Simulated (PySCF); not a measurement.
PySCF 2.14 output of a UHF calculation on a single atom or ion in ANO-RCC-VTZP (8s7p5d3f2g1h, 104 functions), with the spin-free X2C one-electron Hamiltonian (Gaussian nucleus):

```
SCF conv_tol = 1e-09
number electrons alpha = 36  beta = 32
cycle= 1 E= -13080.6824616173  delta_E= -0.00988  |g|= 0.0366  |ddm|= 0.0701
cycle= 2 E= -13080.6828411588  delta_E= -0.00038  |g|= 0.00785  |ddm|= 0.03
cycle= 3 E= -13080.682954374  delta_E= -0.000113  |g|= 0.007  |ddm|= 0.02
cycle= 4 E= -13080.682982635  delta_E= -2.83e-05  |g|= 0.00318  |ddm|= 0.00676
cycle= 5 E= -13080.6830198522  delta_E= -3.72e-05  |g|= 0.00113  |ddm|= 0.0156
cycle= 6 E= -13080.6830272778  delta_E= -7.43e-06  |g|= 0.000329  |ddm|= 0.00868
cycle= 7 E= -13080.6830277013  delta_E= -4.23e-07  |g|= 5.41e-05  |ddm|= 0.00233
cycle= 8 E= -13080.6830277056  delta_E= -4.26e-09  |g|= 1.35e-05  |ddm|= 0.000186
cycle= 9 E= -13080.6830277058  delta_E= -1.64e-10  |g|= 2.68e-06  |ddm|= 2.35e-05
converged SCF energy = -13080.6830277058  <S^2> = 6.0026698  2S+1 = 5.0010678
```

The run itself started from symmetry-adapted Hartree-Fock orbitals and held the occupation by maximum overlap, so the iterations belong to that start.

**Question.** Which element, charge and spin multiplicity is this?

**Answer.** Er (erbium, neutral), multiplicity 5; the state was [Xe] 4f12 6s1 6p1, one real determinant (an excited configuration).

⟨L²⟩ = 26.08 against 42 for a pure I term, so this real determinant mixes terms. Spin-orbit coupling, absent here, splits the open shell strongly.
